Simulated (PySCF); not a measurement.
# BPH5NO5

BPH5NO5 is a molecule drawn as a unit of a network glass or zeolite (built as: P B3, H ends, N bridges), neutral, singlet. The structure, one conformer, was relaxed in the gas phase by PBE0-D3(BJ)/def2-SVP. No frequency run checks that it is a minimum.

SMILES: O=P(O)(O)NB(O)O

Coordinates in Å:
```
O1      1.019    1.362    0.771
P2      1.134   -0.020    0.228
O3      2.222   -0.141   -0.963
O4      1.672   -1.184    1.193
N5     -0.316   -0.600   -0.285
B6     -1.574    0.135   -0.171
O7     -1.637    1.379    0.345
O8     -2.682   -0.515   -0.623
H9      2.281    0.692   -1.449
H10     2.616   -1.091    1.381
H11    -0.355   -1.548   -0.645
H12    -0.751    1.681    0.635
H13    -3.466    0.030   -0.504
```

Shieldings: GIAO PBE0/pcSseg-1. Shifts are against computed references at the same level: H TMS (σ 31.27 ppm). Core levels by delta-SCF with SCAN, pcX-2 on the ionised atom and pcseg-1 elsewhere, spin-free X2C (2p3/2 is the spin-free 2p value less a third of a first-order spin-orbit splitting); from the vacuum level, for chosen atoms.

Give the shieldings and core levels atom by atom.


```tsv
atoms	bonded to	σ (ppm)	δ (ppm)	core level (eV)
O1	1 P	184.8	-	1s 537.41
P2	1 N + 3 O	306.1	-	2p3/2 140.24
O3	1 P + 1 H	210.4	-	1s 539.97
O4	1 P + 1 H	221.7	-	1s 540.07
N5	1 B + 1 P + 1 H	185.9	-	1s 405.59
B6	1 N + 2 O	80.0	-	-
O7	1 B + 1 H	232.4	-	-
O8	1 B + 1 H	245.0	-	-
H9	1 O	28.18	3.09	-
H10	1 O	28.12	3.15	-
H11	1 N	28.28	2.99	-
H12	1 O	23.66	7.61	-
H13	1 O	28.17	3.10	-
```

Values are those of this one static structure; atoms that internal rotation interchanges would show their mean in an NMR spectrum.

Which of O1, O3, O4 holds its core electrons tightest, and by how much against the loosest?

O4 (bonded to 1 P + 1 H), by 2.65 eV over O1 (bonded to 1 P).

By CAM-B3LYP/def2-SVPD (TDDFT singlets, Tamm-Dancoff triplets, ionisation by delta-SCF), where does absorption start, and what does vertical ionisation take?

The first singlet with intensity lies at 8.00 eV (f 0.018); what lies below it is dark. The lowest singlet lies at 7.45 eV (f 0.000), the strongest of the first 6 at 8.03 eV (f 0.052), the lowest triplet at 7.25 eV; vertical ionisation takes 10.96 eV.
